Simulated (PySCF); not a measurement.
The vertical singlet excitations below were computed for one of the candidates. Method used: TDDFT PBE0/def2-SVPD, vertical, gas phase, core orbitals frozen in the response in PySCF. Geometries: GFN2-xTB, one conformer each.

```
state  λ (nm)       f
   S1   292.4  0.0021
   S2   255.1   0.012
   S3   223.6  0.0013
   S4   216.4  0.0011
   S5   204.1  0.0038
   S6   194.4  0.0013
```

Triplets computed (Tamm–Dancoff): 3.24, 4.38 eV.

**Question.** Which structure fits?
A. `FCC1=COC=CC1`
B. `COc1ccccc1N`
C. `COC1=C(F)OC=CO1`

**Answer.** C. Its S1, at 4.24 eV, is the lowest among the candidates; the nearest of the others has S1 at 4.83 eV. S1 is HOMO→LUMO (99%). Löwdin shares by element: HOMO carbon 35% or more, oxygen 35% or more (atoms not listed hold the other 30%); LUMO carbon 70% or more (atoms not listed hold the other 30%). At the same level the other candidates give, for their lowest levels:
- `FCC1=COC=CC1`: 243 nm (f 0.034); 217 nm (f 0.001); 195 nm (f 0.004); 192 nm (f 0.035); 188 nm (f 0.017); T1 3.79 eV; HOMO -6.27, LUMO -0.01 eV
- `COc1ccccc1N`: 257 nm (f 0.065); 231 nm (f 0.009); 225 nm (f 0.126); 218 nm (f 0.002); 210 nm (f 0.003); T1 3.77 eV; HOMO -5.63, LUMO 0.17 eV

Conformer computed: `[CH3:1][O:2][C:3]1=[C:4]([F:5])[O:6][CH:7]=[CH:8][O:9]1`: C1–O2–C3–C4 168°.
